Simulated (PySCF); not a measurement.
CH5BrO2Si, SMILES C[Si](O)(O)Br. The structure is a stationary point at B3LYP-D3(BJ)/def2-SVP. This is a generated structure with no PubChem entry under its InChIKey; it may be hypothetical. Other conformers were not sampled.

Computed equilibrium geometry at B3LYP-D3(BJ)/def2-SVP (PySCF confirms it by a frequency run) as a Z-matrix (one conformer of several):
```
Si
O 1 1.6506
H 2 0.9650 1 117.11
O 1 1.6590 2 109.54 3 48.58
H 4 0.9641 1 117.03 2 -132.13
C 1 1.8505 2 107.47 3 172.96
H 6 1.1002 1 110.73 2 176.68
H 6 1.1004 7 108.58 1 121.34
H 6 1.1017 7 108.69 8 117.92
Br 1 2.2650 2 110.63 3 -67.92
```
